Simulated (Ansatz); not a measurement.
Au4Cl3, relaxed as a doublet with UKS r2SCAN-D4/def2-SVP in Ansatz, starting from the GFN2-xTB geometry. Force threshold 0.02 eV/Å.

In the def2 sets Au takes a core potential; there is no spin–orbit coupling. The structure comes from a short search, and lower isomers may exist.

Start:

```xyz
7

Au    1.0440   -1.0667    1.3339
Au   -1.6138   -0.9188   -0.0223
Au   -0.4544    2.2194   -2.0011
Au    1.3115    1.2758   -0.4021
Cl   -0.8067   -2.4224    1.5259
Cl   -2.3634    0.6054   -1.5605
Cl    2.8828    0.3073    1.1262
```

```
step  energy (eV)  largest force component (eV/Å)  SCF passes
   1  -52339.5971                           1.019          20
   2  -52339.7060                           0.182          28
   3  -52339.7265                           0.083          26
   4  -52339.7309                           0.045          22
   5  -52339.7319                           0.057          21
   6  -52339.7326                           0.009          23
```

Force components are those of the run's own axes.

End:

```
atom   x (Å)   y (Å)   z (Å)
 Au1   1.189  -1.109   1.437
 Au2  -1.551  -0.751  -0.130
 Au3  -0.544   2.073  -1.917
 Au4   1.246   1.144  -0.326
 Cl5  -0.810  -2.345   1.468
 Cl6  -2.561   0.659  -1.704
 Cl7   3.032   0.329   1.172
```

By distances, no bond broke or formed. The bond that changes most is Au4–Cl7, from 2.40 to 2.47 Å (atoms count from 1). The end is the same structure that another start reached.

No frequencies were taken in this run, so the end may be a saddle point.

Hardware: 4 threads of Arm Neoverse V1 on a shared host. Wall time 75 s.
